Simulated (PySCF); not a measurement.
Dipole moment and polarisability of `C=CC[C@H]1C[SiH2]O[SiH2]1`

Species: C₅H₁₂OSi₂.
Cartesian coordinates in Å at the PBE0-D3(BJ)/def2-SVP level; atoms count from 1:
```
atom  x, y, z in Å
C1     3.6394    0.8257    0.5991
C2     2.4564    0.4062    1.0490
C3     1.5532   -0.5561    0.3436
C4     0.2233    0.0715   -0.0895
C5    -0.7251   -0.9250   -0.7923
Si6   -2.4604   -0.1677   -0.7684
O7    -2.3573    0.7532    0.6341
Si8   -0.8159    0.8841    1.2894
H9     4.0471    0.4610   -0.3498
H10    4.2464    1.5411    1.1600
H11    2.0919    0.7998    2.0090
H12    1.3349   -1.4080    1.0146
H13    2.0714   -0.9775   -0.5350
H14    0.4501    0.8950   -0.7936
H15   -0.7653   -1.8679   -0.2166
H16   -0.3682   -1.1904   -1.8016
H17   -3.5536   -1.1758   -0.6552
H18   -2.7305    0.7132   -1.9448
H19   -0.7298    0.1281    2.5781
H20   -0.4813    2.3150    1.5414
```

Level: B3LYP/def2-SVPD (PySCF), static field, nuclei fixed, core orbitals frozen in the response. The polarisability tensor in these axes (au):

```
x   137.36   8.19   5.22
y     8.19  99.78   6.81
z     5.22   6.81 103.54
```

Q: Diagonalise the tensor; give its mean and Δα, where Δα² is half the sum of the squared differences of the eigenvalues.

A: Principal values 94.30, 106.14 and 140.25 au; mean 113.56 au = 16.83 Å³ = 18.72 × 10⁻⁴⁰ C²·m²/J; Δα = 41.32 au (36 % of the mean).

Q: What is the dipole moment, and where does it point?

A: (1.28, -0.89, -0.83) D, 1.77 D in size, pointing from the negative to the positive side. Measured along this direction, the outermost atoms are O7 at the negative end and H9 at the positive end.

Q: What molar refraction does this α imply?

A: Lorentz–Lorenz: R = (4π/3)N_A α = 2.5225 cm³/(mol·Å³) × 16.83 Å³ = 42.4 cm³/mol, in the limit of long wavelengths.

Q: Sum over states: ᾱ = Σ f/ω², ω in Eh. What share falls to these 10 lowest TDDFT singlets (eV, f)? 6.53, 0.0008; 6.77, 0.0029; 6.79, 0.0339; 6.84, 0.0063; 7.03, 0.3601; 7.04, 0.0017; 7.19, 0.0141; 7.24, 0.0222; 7.31, 0.0555; 7.35, 0.0032.

A: They add up to 7.45 au, 6.6 % of the 113.56 au; the largest single term is 5.39 au, from the state at 7.03 eV. Terms in order: 0.01, 0.05, 0.54, 0.10, 5.39, 0.03, 0.20, 0.31, 0.77, 0.04 au. Higher excitations give the rest. The strengths listed sum to 0.501.

Q: What would n − 1 = 2πNα be for an ideal gas of these molecules at 350 K and 1 atm, electronic part alone?

A: N = p/kT = 2.0968 × 10¹⁹ cm⁻³, so n − 1 = 2π × N × 16.83 × 10⁻²⁴ cm³ = 2217 × 10⁻⁶ at long wavelengths.

Q: What are the principal values of the traceless quadrupole moment, Θ = ½Σq(3rr − r²1), about the centre of nuclear charge?

A: -6.03, 1.16, 4.87 D·Å. The values depend on the origin, since the dipole doesn't vanish. The electronic extent ⟨r²⟩ about the same centre is 1743 bohr², a root-mean-square distance of 2.50 Å for the 78 electrons.

Q: Along which axes do the principal values lie, and how far do the nuclei extend along each?

A: Largest value along (0.96, 0.22, 0.18), where the nuclei span 8.41 Å; middle along (-0.27, 0.52, 0.81), 4.56 Å; least along (-0.09, 0.83, -0.56), 3.76 Å. The response follows the extents in order.

One conformer (not necessarily the lowest) at the PBE0-D3(BJ)/def2-SVP geometry, without solvent, vibrations or thermal averaging.

These values come from a run that also computed excited states and ΔSCF ions. Time: 14 min of wall time; peak memory 1.1 GiB. Hardware: Arm Neoverse N1, one thread, no GPU, shared host.
